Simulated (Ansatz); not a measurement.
`C[SiH2]C(C)F` → `CCF` + `C[SiH]` at 400 K and 1 bar (silylene formation by 1,1-elimination).

Isolated molecules relaxed with PBE0-D4/def2-TZVP in Ansatz; ΔE leaves out vibrations. CCSD(T)/CBS is the MP2 limit (def2-TZVPP, def2-QZVPP) plus CCSD(T) − MP2 in def2-TZVPP, frozen cores. This one scheme is used for every species. Each species was taken in one conformer, which may not be the lowest.

| species | CCSD(T)/CBS energy (Eh) | H − E (kJ/mol) | S (J/(mol·K)) |
| --- | --- | --- | --- |
| `C[SiH2]C(C)F` | -508.44961 | 329.1 | 395.4 |
| `CCF` | -178.90141 | 197.7 | 282.3 |
| `C[SiH]` | -329.46712 | 128.7 | 279.3 |

H − E and S are ideal-gas, rigid-rotor, harmonic terms from PBE0-D4/def2-TZVP, for one conformer and one mirror image of each species. 1 Eh = 2625.50 kJ/mol, R = 8.31446 J/(mol·K).

Problem. By hand: ΔE, ΔH, ΔS and ΔG.

Solution. ΔE = (-178.90141) + (-329.46712) − (-508.44961) = 0.08108 Eh = 212.9 kJ/mol. Δ(H − E) = 197.7 + 128.7 − 329.1 = -2.7, so ΔH = 210.2 kJ/mol. ΔS = 282.3 + 279.3 − 395.4 = 166.2 J/(mol·K). ΔG = 210.2 − 400 × (166.2)/1000 = 143.7 kJ/mol.

Problem. By hand: the equilibrium constant, and the temperature at which ΔG would vanish if ΔH and ΔS stayed fixed.

Solution. log₁₀ K = −ΔG/(RT ln 10) = -18.8. ΔG = 0 at ΔH/ΔS = 1265 K.

The number of gas molecules changes by +1, which sets the sign of ΔS. A doubt of 5 kJ/mol in ΔE shifts log₁₀ K by 0.7 here. Other conformers and mirror images would add mixing entropy, several J/(mol·K) or more a flexible species. These are equilibria of isolated gas molecules and say nothing of rates. Largest T1 diagnostic: 0.012 (customary marks: 0.02 for closed shells, 0.045 for open ones).
